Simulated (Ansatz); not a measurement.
**Worked example: SiH2(SiH3)Cl + GaH2(OH) → SiH2(OH)(SiH3) + GaH2Cl**

Species: SiH2(SiH3)Cl, singlet; GaH2(OH), singlet; SiH2(OH)(SiH3) (disilanol), singlet; GaH2Cl `[Cl][GaH2]`, singlet. The partners trade Cl for OH: Si–Cl and Ga–OH bonds give way to Si–OH and Ga–Cl.

Shapes, held fixed at every level: PBE0-D4/def2-TZVP. Flexible molecules stand in one conformer, not always the lowest. Programs: Ansatz 0.2.0. The zero-point and thermal change to 298 K, harmonic and unscaled (PBE0-D4/def2-TZVP), is +0.2 kJ/mol.

At CCSD(T)/def2-TZVPP; 1 Eh = 2625.50 kJ/mol:

| species | energy (Eh) |
| --- | --- |
| SiH2(SiH3)Cl | -1040.873422 |
| GaH2(OH) | -2000.413314 |
| SiH2(OH)(SiH3) | -656.874902 |
| GaH2Cl | -2384.429188 |

Question: Work out ΔH(298 K) of the reaction at this level.

Answer: 
1. Products less reactants: (-656.874902) + (-2384.429188) − [(-1040.873422) + (-2000.413314)] = -0.017354 Eh = -45.6 kJ/mol.
2. With the thermal change: -45.6 + (+0.2) = -45.4 kJ/mol.

Other levels give -58.9 (HF/def2-SVP) to -40.6 kJ/mol (CCSD(T)/def2-SVP). No measured value is set beside it here. Relativity is left out for Ga. Outer-core shells of Ga are correlated, in sets that cover them unevenly.
